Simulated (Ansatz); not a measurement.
```csv
atom,x (Å),y (Å),z (Å)
N,0.0000,0.0000,-0.3148
O,0.0000,1.0929,0.1377
O,0.0000,-1.0929,0.1377
```

Basis set: def2-TZVP (spherical functions). Frozen core: 3 orbitals. Charge 0, multiplicity 2.

Computed with Ansatz (development build ahead of 0.2.0); each method stands on the lowest determinant of its kind that the runs found.

The atomization energy at this shape (free ground-state atoms in the same class of orbitals less the molecule, no zero-point energy) of doublet NO₂:

```json
{"method": "UHF", "atomization energy": "55.71 kcal/mol"}
```

Question: What does UHF-MP2 give?

Answer: 234.52 kcal/mol.
